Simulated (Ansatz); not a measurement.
Relaxation of the cluster Mg₄O₄⁻ with UKS PBE0-D4/def2-SVPD.

```sh
$ ansatz run in.yaml --threads 4 --pin off --events-out ev --progress --plain --max-ram 4787MiB
```

```yaml
crystal:
  periodic: [false, false, false]
  atoms:
    - {symbol: Mg, position_ang: [-1.858870, -0.328900, 0.815910]}
    - {symbol: Mg, position_ang: [1.881730, 0.332130, -0.815770]}
    - {symbol: Mg, position_ang: [0.147070, -2.138940, -0.289440]}
    - {symbol: Mg, position_ang: [-0.150900, 2.131380, 0.292600]}
    - {symbol: O, position_ang: [-1.717750, 1.479480, 0.946540]}
    - {symbol: O, position_ang: [1.711550, -1.475370, -0.936840]}
    - {symbol: O, position_ang: [-1.514450, -2.081370, 0.460520]}
    - {symbol: O, position_ang: [1.501610, 2.081600, -0.473520]}
basis:
  gaussian: {orbitals: def2-SVPD}
total_charge: -1
magnetization: {spin_polarized: true, initial_magnetization: 1}
hamiltonian: {xc: pbe0, dispersion: d4}
scf: {lower_state_search: "off"}
output: {orbitals: {seedname: orbitals}}
relax: {f_tol: 0.02, max_steps: 100}
```

Run time 30 s (4 threads of Arm Neoverse V2 on a shared host), peak host memory 0.79 GiB.

Positions (Å) and forces (eV/Å) at steps 1, 2, 3, 4 of 4:

```xyz
8
step=1 energy=-29940.7053 eV
Mg   -1.859   -0.329    0.816   -0.207    0.081    0.105
Mg    1.882    0.332   -0.816    0.143   -0.083   -0.078
Mg    0.147   -2.139   -0.289    0.085   -0.150   -0.058
Mg   -0.151    2.131    0.293   -0.078    0.161    0.056
O    -1.718    1.479    0.947   -0.384    0.342    0.208
O     1.712   -1.475   -0.937    0.401   -0.331   -0.215
O    -1.514   -2.081    0.461   -0.215   -0.373    0.060
O     1.502    2.082   -0.474    0.255    0.352   -0.079
8
step=2 energy=-29940.7525 eV
Mg   -1.882   -0.305    0.829   -0.074   -0.041    0.030
Mg    1.898    0.307   -0.828    0.029    0.033   -0.014
Mg    0.172   -2.143   -0.302   -0.039   -0.030    0.012
Mg   -0.174    2.137    0.305    0.032    0.046   -0.008
O    -1.762    1.515    0.965   -0.237    0.219    0.129
O     1.755   -1.511   -0.963    0.259   -0.218   -0.138
O    -1.496   -2.059    0.459   -0.099   -0.187    0.028
O     1.489    2.059   -0.465    0.130    0.179   -0.039
8
step=3 energy=-29940.7771 eV
Mg   -1.909   -0.292    0.841    0.040    0.006   -0.019
Mg    1.909    0.292   -0.840   -0.041   -0.006    0.019
Mg    0.184   -2.102   -0.306   -0.004    0.058    0.009
Mg   -0.183    2.102    0.307    0.005   -0.057   -0.010
O    -1.808    1.546    0.987   -0.019    0.018    0.012
O     1.807   -1.546   -0.988    0.019   -0.019   -0.012
O    -1.495   -2.053    0.464   -0.010   -0.017    0.003
O     1.494    2.053   -0.465    0.011    0.016   -0.002
8
step=4 energy=-29940.7809 eV
Mg   -1.899   -0.289    0.836    0.012    0.002   -0.005
Mg    1.899    0.289   -0.835   -0.012   -0.002    0.005
Mg    0.182   -2.068   -0.302   -0.001    0.014    0.002
Mg   -0.182    2.068    0.302    0.001   -0.014   -0.002
O    -1.817    1.552    0.994   -0.001    0.000    0.000
O     1.817   -1.552   -0.993    0.001    0.000    0.000
O    -1.501   -2.057    0.466    0.000    0.000    0.001
O     1.500    2.057   -0.467    0.001    0.000    0.000
```

The highest occupied level of the charge -1 doublet lies above zero (up to 0.10 eV). It is a level of α spin, whose loss leaves a singlet; that state wasn't run at this geometry and level. The electron is either unbound and held by the finite basis, or the level is raised by self-interaction error. The relaxation made no stability test and no search for a lower SCF solution. The structure comes from a short search, and lower isomers may exist.
